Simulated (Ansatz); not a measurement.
Abridged output of a molecular run in Ansatz:

```
Functional definition: HF
1463 factors; integrals over basis functions are off by at most 1.1e-3 eV
mean field evaluation 1: about -24534.8946 eV, gradient 4.4e1 eV
mean field evaluation 2: about -24535.1683 eV, gradient 4.5e1 eV
mean field evaluation 4: about -24539.0619 eV, gradient 3.7e0 eV
mean field evaluation 8: about -24539.1281 eV, gradient 3.3e-1 eV
mean field -24539.12856441 eV, -901.7963415235 hartree, gradient 5.1e-6 eV, S^2 0.000000; 0 other end points of the search recorded, 0 dependent functions left out
13 core orbitals not correlated: weight in the atoms' cores, before any rotation towards them, 1.000 or more for the frozen orbitals, at most 0.000 for the correlated occupied ones
reference -24539.12856441 eV, -901.7963415235 hartree; 16, 16 occupied and 218, 218 virtual orbitals, 1463 factors
second order -26.14649833 eV of doubles, -0.00000000 eV of singles
cycle   1  -26.51905604 eV  change   -3.7e-1 eV  update   1.0e-1
cycle   2  -27.10409802 eV  change   -5.9e-1 eV  update   3.0e-2
cycle   3  -27.23233906 eV  change   -1.3e-1 eV  update   1.5e-2
cycle   4  -27.21950052 eV  change    1.3e-2 eV  update   3.1e-3
cycle   5  -27.21840289 eV  change    1.1e-3 eV  update   1.3e-3
cycle   6  -27.21890297 eV  change   -5.0e-4 eV  update   3.7e-4
cycle   7  -27.21868600 eV  change    2.2e-4 eV  update   1.5e-4
cycle   8  -27.21862310 eV  change    6.3e-5 eV  update   4.7e-5
cycle   9  -27.21864096 eV  change   -1.8e-5 eV  update   1.8e-5
perturbative correction -0.99673426 eV, -0.0366293083 hartree
Total energy: -24567.34393963 eV, -902.8332374377 hartree
```

Its atoms:

```xyz
10

O     1.081   -0.854    1.233
Si    0.537    0.589    0.707
F     1.710    1.403   -0.010
C    -0.819    0.399   -0.566
S    -0.493   -1.007   -1.677
H     1.332   -1.481    0.548
H     0.125    1.344    1.907
H    -1.814    0.302   -0.126
H    -0.842    1.281   -1.211
H    -0.817   -1.975   -0.804
```

Task: Which basis set was used?
A. def2-SVPD
B. def2-SVP
C. def2-TZVPP
D. cc-pV(D+d)Z

Result: C. It gives 247 functions.

Task: Write the keys of the input that set method, charge and spin (a neutral closed shell needs none for the last two).

Result: 
```yaml
correlation: {method: ccsd_t}
```
